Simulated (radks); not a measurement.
The numbers below are computed, except where a source is named.
The bismuth anion Bi3-, [Rn], held by a Watson sphere: a shell of charge +4.02 at radius R that stands for the Madelung well of a crystal (potential energy -4.02/R inside, -4.02/r outside, in hartree with lengths in bohr). Level of theory: scalar-relativistic Kohn-Sham, LDA (Slater exchange, Perdew-Wang correlation), spin-polarised, spherical densities, point nucleus (a radial shooting solver on a logarithmic mesh with Libxc functionals). Response by self-consistent Sternheimer equations with the Hartree and adiabatic LDA kernel, the relativistic mass of each level held fixed and spin-orbit coupling left out. The sphere does not respond.

R (bohr)  e(5d) (eV)  e(6s) (eV)  e(6p) (eV)  <r> 6p (bohr)  sum of <r^2> (bohr^2)  X-ray form factor at sin(theta)/lambda = 0.2 1/angstrom  alpha (bohr^3)
3.42         -32.059     -21.197     -12.338          3.057                  108.0                                                   69.905           63.72
3.93         -30.679     -19.446     -10.921          3.266                  117.7                                                   69.902           88.76
3.95         -30.633     -19.387     -10.869          3.274                  118.0                                                   69.903           89.90
4.6          -29.371     -17.745      -9.359          3.526                  130.8                                                   69.962           134.1
6.02         -27.612     -15.537      -6.991          4.030                  160.6                                                   70.086           293.6
6.45         -27.238     -15.094      -6.462          4.172                  170.3                                                   70.104           364.9
6.52         -27.182     -15.028      -6.383          4.195                  172.0                                                   70.106           377.8
